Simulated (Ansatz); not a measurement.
Mulliken charges of C3H5FGe, SMILES `FC1=C[CH]1[GeH3]` from PBE/def2-TZVPP in Ansatz (PBE0-D4/def2-TZVP geometry).

```json
{"atom": "F1", "x (Å)": "-1.458", "y (Å)": "-1.608", "z (Å)": "1.558", "charge (e)": "-0.118"}
{"atom": "C2", "x (Å)": "-0.618", "y (Å)": "-1.314", "z (Å)": "0.604", "charge (e)": "0.240"}
{"atom": "C3", "x (Å)": "0.463", "y (Å)": "-1.586", "z (Å)": "-0.020", "charge (e)": "-0.196"}
{"atom": "C4", "x (Å)": "-0.367", "y (Å)": "-0.338", "z (Å)": "-0.458", "charge (e)": "-0.232"}
{"atom": "Ge5", "x (Å)": "0.277", "y (Å)": "1.479", "z (Å)": "-0.095", "charge (e)": "0.116"}
{"atom": "H6", "x (Å)": "1.359", "y (Å)": "-2.143", "z (Å)": "-0.219", "charge (e)": "0.167"}
{"atom": "H7", "x (Å)": "-0.948", "y (Å)": "-0.430", "z (Å)": "-1.381", "charge (e)": "0.081"}
{"atom": "H8", "x (Å)": "1.029", "y (Å)": "1.471", "z (Å)": "1.248", "charge (e)": "-0.020"}
{"atom": "H9", "x (Å)": "-0.890", "y (Å)": "2.481", "z (Å)": "-0.024", "charge (e)": "-0.018"}
{"atom": "H10", "x (Å)": "1.236", "y (Å)": "1.936", "z (Å)": "-1.210", "charge (e)": "-0.019"}
```

Task: By hand: the dipole of these point charges (1 e Å = 4.8032 D).

Result: Σ q r = (0.172, -0.068, -0.090) e Å, of length 0.206 e Å = 0.99 D.

Task: How does the dipole of the full density compare? (An estimate is asked.)

Result: Ansatz gave: (0.104, -0.153, -0.137) e Å, 1.11 D; the point charges give 0.89 times that, at 31° from its direction.

Point charges leave out the atoms' own dipoles, such as those of lone pairs, and Mulliken's split depends on the basis, so the two needn't agree.
